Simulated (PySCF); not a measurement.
Al(Cl)2(OEt) (C2H5AlCl2O), SMILES CC[O][Al]([Cl])[Cl].

The structure is a stationary point at PBE0-D3(BJ)/def2-SVP. Other conformers were not sampled.

Two levels are set side by side: TDA-PBE/def2-SVPD (PySCF) and TDA-ωB97X/def2-SVPD (PySCF). Vertical, same geometry. The lowest singlet is HOMO→LUMO 96 % with PBE and HOMO→LUMO 66 %, HOMO−1→LUMO 18 % with the other functional; states are paired by order. Differences are taken from unrounded values.

| quantity | TDA-ωB97X |
|---|---|
| lowest singlet excitation (eV) | 6.94 |
| lowest triplet excitation (TDA) (eV) | 6.70 |
| first bright state (f over 0.05) (eV) | 7.64 |
| its oscillator strength | 0.05 |

What does TDA-PBE give, and how far is it from TDA-ωB97X? (Estimate from the structure and the level; the computed values follow.)


```csv
quantity,TDA-PBE,TDA-PBE minus TDA-ωB97X
lowest singlet excitation (eV),5.24,-1.70
lowest triplet excitation (TDA) (eV),5.03,-1.68
first bright state (f over 0.05) (eV),6.30,-1.34
its oscillator strength,0.08,0.02
```

A lower first singlet is the usual sign of a functional without exact exchange. Differences between two approximate levels are no errors against the true value.

Rough cost on one machine, each run with all the roots and properties that it gave: TDA-ωB97X against TDA-PBE about 5 times.
